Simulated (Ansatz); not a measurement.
Geometry optimisation, Ansatz, RKS B3LYP/def2-SVP.

Input:

```yaml
crystal:
  periodic: [false, false, false]
  atoms:
    - { symbol: "N", position_ang: [-1.0488, 1.3808, 0.4496] }
    - { symbol: P, position_ang: [-0.9789, -0.2575, 0.3455] }
    - { symbol: "N", position_ang: [-0.1354, -0.6017, 1.7339] }
    - { symbol: Si, position_ang: [0.5863, -0.6121, -1.3568] }
    - { symbol: H, position_ang: [-1.5761, 1.8263, -0.3803] }
    - { symbol: H, position_ang: [-0.2026, 1.9176, 0.5216] }
    - { symbol: H, position_ang: [0.8086, -0.1038, 1.8232] }
    - { symbol: H, position_ang: [0.1417, -1.5787, 1.8448] }
    - { symbol: H, position_ang: [-0.0902, -0.1377, -2.5831] }
    - { symbol: H, position_ang: [0.8469, -2.0683, -1.3654] }
    - { symbol: H, position_ang: [1.714, 0.1781, -1.0124] }
basis:
  gaussian: { orbitals: def2-SVP }
hamiltonian:
  xc: b3lyp
relax:
  f_tol: 0.015
  max_steps: 40
```

Command:

```bash
$ ansatz run input.yaml --threads 2 --pin off --max-ram 3072MiB --backend cpu --events-out ev --progress --plain --runs-dir out
```

Problem. Where does it end, and by what steps?

Solution. The run converged. After 13 steps the energy has fallen by 0.844 eV; H5 moved furthest, 0.99 Å.

```json
{"step": "0", "energy less start (eV)": "0.0000", "largest force component (eV/Å)": "3.410", "accepted": "yes"}
{"step": "1", "energy less start (eV)": "-0.4502", "largest force component (eV/Å)": "2.089", "accepted": "yes"}
{"step": "2", "energy less start (eV)": "-0.5010", "largest force component (eV/Å)": "0.736", "accepted": "yes"}
{"step": "3", "energy less start (eV)": "-0.6427", "largest force component (eV/Å)": "0.416", "accepted": "yes"}
{"step": "4", "energy less start (eV)": "-0.6782", "largest force component (eV/Å)": "0.463", "accepted": "yes"}
{"step": "5", "energy less start (eV)": "-0.6961", "largest force component (eV/Å)": "0.242", "accepted": "yes"}
{"step": "6", "energy less start (eV)": "-0.7064", "largest force component (eV/Å)": "0.330", "accepted": "yes"}
{"step": "7", "energy less start (eV)": "-0.7300", "largest force component (eV/Å)": "0.861", "accepted": "yes"}
{"step": "8", "energy less start (eV)": "-0.7700", "largest force component (eV/Å)": "0.593", "accepted": "yes"}
{"step": "9", "energy less start (eV)": "-0.7847", "largest force component (eV/Å)": "1.169", "accepted": "yes"}
{"step": "10", "energy less start (eV)": "-0.8402", "largest force component (eV/Å)": "0.181", "accepted": "yes"}
{"step": "11", "energy less start (eV)": "-0.8436", "largest force component (eV/Å)": "0.052", "accepted": "yes"}
{"step": "12", "energy less start (eV)": "-0.8440", "largest force component (eV/Å)": "0.042", "accepted": "yes"}
{"step": "13", "energy less start (eV)": "-0.8441", "largest force component (eV/Å)": "0.014", "accepted": "yes"}
```

```xyz
11
Properties=species:S:1:pos:R:3
N -1.050 1.377 0.104
P -0.950 -0.346 0.202
N 0.034 -0.834 1.537
Si 0.633 -0.610 -1.410
H -1.845 1.803 0.573
H -0.215 1.952 0.209
H 0.927 -0.378 1.720
H -0.460 -1.026 2.405
H 0.102 -0.166 -2.731
H 1.043 -2.041 -1.504
H 1.846 0.211 -1.085
```

Whether the end is a true minimum wasn't checked by a vibrational analysis.

Time of the run: 26 s on 2 threads of Intel(R) Xeon(R) Platinum 8488C (Sapphire Rapids) (shared host), peak memory 0.23 GiB.
